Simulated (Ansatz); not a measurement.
Worked example: vertical energy of the triplet above the singlet of GaH3 (SMILES [GaH3])

GaH3: 4 atoms, total charge 0, spin state singlet. SMILES: `[GaH3]`. The shape is that of a PBE0-D4/def2-TZVP optimisation.

Both states at this one shape; open shells run unrestricted unless said. 1 Eh = 27.2114 eV.

| level | program | singlet GaH3 (Eh) | triplet GaH3 (Eh) |
| --- | --- | --- | --- |
| SVWN5/def2-TZVPPD | Ansatz | -1923.562430 | -1923.397459 |
| CAM-B3LYP/def2-TZVPPD | Ansatz | -1926.738527 | -1926.555449 |
| wB97X/def2-TZVPPD | Ansatz | -1926.667869 | -1926.473044 |
| CCSD/def2-TZVPPD, 9 core orbitals frozen | Ansatz | -1925.222243 | -1925.034923 |

Work out the vertical gap, second state less first, at each level.


1. SVWN5/def2-TZVPPD: -1923.397459 − (-1923.562430) = 0.164971 Eh = 4.49 eV.
2. CAM-B3LYP/def2-TZVPPD: -1926.555449 − (-1926.738527) = 0.183078 Eh = 4.98 eV.
3. wB97X/def2-TZVPPD: -1926.473044 − (-1926.667869) = 0.194825 Eh = 5.30 eV.
4. CCSD/def2-TZVPPD: -1925.034923 − (-1925.222243) = 0.187320 Eh = 5.10 eV.

No measured value is set beside it here; the levels span 4.49 to 5.30 eV. All-electron rows are non-relativistic unless named.
